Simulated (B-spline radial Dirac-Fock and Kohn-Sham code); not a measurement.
# V¹⁶⁺: non-radiative channels of the 1s vacancy

System: the V¹⁶⁺ ion, configuration [He] 2s2 2p3.

Calculated with a radial atomic solver, using a relativistic independent-particle model: LDA orbitals of the hole state, radiative multipoles to third order, Auger rates from the Coulomb interaction with a continuum orbital, Dirac-Fock energies. Kinetic energies are configuration averages from the vacuum level; the two-hole energies are estimated from single-hole states.

```
transition  kinetic energy (eV)  width (meV)  share (%)
    K-L1L1               3672.0         56.4       22.7
    K-L1L2               3743.0         33.0       13.2
    K-L1L3               3751.5         61.5       24.7
    K-L2L2               3797.1         2.55        1.0
    K-L2L3               3805.6         61.0       24.5
    K-L3L3               3814.2         34.5       13.8
```

For K holes below about Z = 40 intermediate coupling redistributes the KLL shares among these jj groups. The listed channels hold 100 % of the non-radiative rate. Summed by principal shells, of 0.249 eV in all: KLL 100.0 %.
